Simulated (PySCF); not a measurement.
System (SMILES): PP (P2H4).
Geometry (B3LYP-D3(BJ)/def2-TZVP, fixed):
```
P
H 1 1.4206
H 1 1.4206 2 92.33
P 1 2.2503 2 93.65 3 -93.89
H 4 1.4206 1 93.65 2 -86.71
H 4 1.4206 5 92.33 1 93.89
```

How fast the lowest singlet excitation energy converges with the basis for several methods (PySCF): deviation from each method's own reference, in eV. References: CAM-B3LYP 5.478 eV, the value in aug-pcseg-2; PBE 4.985 eV, the value in aug-pcseg-2; PBE0 5.412 eV, the value in aug-pcseg-2. All functions are spherical. Density fitting with generated auxiliary sets. In sets without p functions on hydrogen, species with hydrogen take exact integrals. No added dispersion term, no relativity. Tamm-Dancoff approximation, the state taken by its order.

```json
[
 {"basis": "6-31+G*", "functions": "52", "CAM-B3LYP": "0.122", "PBE": "0.134", "PBE0": "___"},
 {"basis": "6-311+G**", "functions": "84", "CAM-B3LYP": "0.138", "PBE": "0.161", "PBE0": "___"},
 {"basis": "aug-pcseg-1", "functions": "90", "CAM-B3LYP": "0.014", "PBE": "0.006", "PBE0": "___"},
 {"basis": "aug-cc-pV(D+d)Z", "functions": "100", "CAM-B3LYP": "0.009", "PBE": "0.010", "PBE0": "___"},
 {"basis": "6-311++G(2d,2p)", "functions": "110", "CAM-B3LYP": "0.030", "PBE": "0.036", "PBE0": "___"},
 {"basis": "6-311++G(3df,3pd)", "functions": "166", "CAM-B3LYP": "0.019", "PBE": "0.028", "PBE0": "___"},
 {"basis": "aug-pcseg-2", "functions": "192", "CAM-B3LYP": "0.000", "PBE": "0.000", "PBE0": "___"},
 {"basis": "aug-cc-pV(T+d)Z", "functions": "202", "CAM-B3LYP": "0.004", "PBE": "0.008", "PBE0": "___"},
 {"basis": "pcseg-3", "functions": "260", "CAM-B3LYP": "0.145", "PBE": "0.170", "PBE0": "___"},
 {"basis": "def2-QZVPPD", "functions": "284", "CAM-B3LYP": "0.071", "PBE": "0.084", "PBE0": "___"}
]
```

What belongs in the gaps?


- 6-31+G*, PBE0: 0.145
- 6-311+G**, PBE0: 0.157
- aug-pcseg-1, PBE0: 0.019
- aug-cc-pV(D+d)Z, PBE0: 0.009
- 6-311++G(2d,2p), PBE0: 0.032
- 6-311++G(3df,3pd), PBE0: 0.023
- aug-pcseg-2, PBE0: 0.000
- aug-cc-pV(T+d)Z, PBE0: 0.005
- pcseg-3, PBE0: 0.159
- def2-QZVPPD, PBE0: 0.078

Mean absolute deviation over 6-311+G**, 6-311++G(2d,2p), 6-311++G(3df,3pd), aug-cc-pV(T+d)Z: CAM-B3LYP 0.048, PBE0 0.054, PBE 0.058 eV.
